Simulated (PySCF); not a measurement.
# First hyperpolarisability: vinyldifluoroborane, C2H3BF2

Molfile (atoms numbered from 1):
```
C2H3BF2
     RDKit          3D

  8  7  0  0  0  0  0  0  0  0999 V2000
    0.6984   -1.0517   -0.1123 C   0  0  0  0  0  0  0  0  0  0  0  0
    0.0315   -0.1012    0.5409 C   0  0  0  0  0  0  0  0  0  0  0  0
   -0.6753    1.0492   -0.2057 B   0  0  0  0  0  0  0  0  0  0  0  0
   -0.6428    1.1490   -1.5250 F   0  0  0  0  0  0  0  0  0  0  0  0
   -1.3453    1.9879    0.4409 F   0  0  0  0  0  0  0  0  0  0  0  0
    0.7659   -1.0446   -1.1959 H   0  0  0  0  0  0  0  0  0  0  0  0
    1.1985   -1.8677    0.3998 H   0  0  0  0  0  0  0  0  0  0  0  0
   -0.0169   -0.1372    1.6260 H   0  0  0  0  0  0  0  0  0  0  0  0
  1  2  2  0
  2  3  1  0
  3  4  1  0
  3  5  1  0
  1  6  1  0
  1  7  1  0
  2  8  1  0
M  END
```

Level of theory: quadratic response CAM-B3LYP/aug-cc-pVTZ first hyperpolarisability, Taylor convention, gas phase (PySCF). Geometry: PBE0-D3(BJ)/def2-TZVP.

(1) What is the first hyperpolarisability, and how does it disperse?

(2) Which lowest excitations, dipole and polarisabilities go with it?

## Answers

(1) In 10⁻³⁰ esu, Taylor convention; the vector part is βᵢ = ⅓ Σⱼ (βᵢⱼⱼ + βⱼᵢⱼ + βⱼⱼᵢ); β∥ is 3/5 of the vector part along the dipole, the dipole points from − to +:
```csv
process,λ (nm),β vector norm,β∥,β HRS,depolarisation ratio
"static β(0;0,0)",∞,0.28,-0.17,0.19,2.16
"second harmonic β(−2ω;ω,ω)",1907,0.27,-0.16,0.20,2.05
"Pockels β(−ω;ω,0)",1907,0.28,-0.17,–,–
"second harmonic β(−2ω;ω,ω)",1064,0.24,-0.14,0.21,1.85
"Pockels β(−ω;ω,0)",1064,0.27,-0.16,–,–
```

(2) S1 6.72 eV (f = 0.005); S2 6.75 eV (f = 0.349); S3 7.55 eV (f = 0.067); dipole 2.08 D; isotropic α 39.5 au static, 39.6 au at 1907 nm, 39.9 au at 1064 nm, 40.0 au at 953.5 nm, 41.1 au at 532 nm.
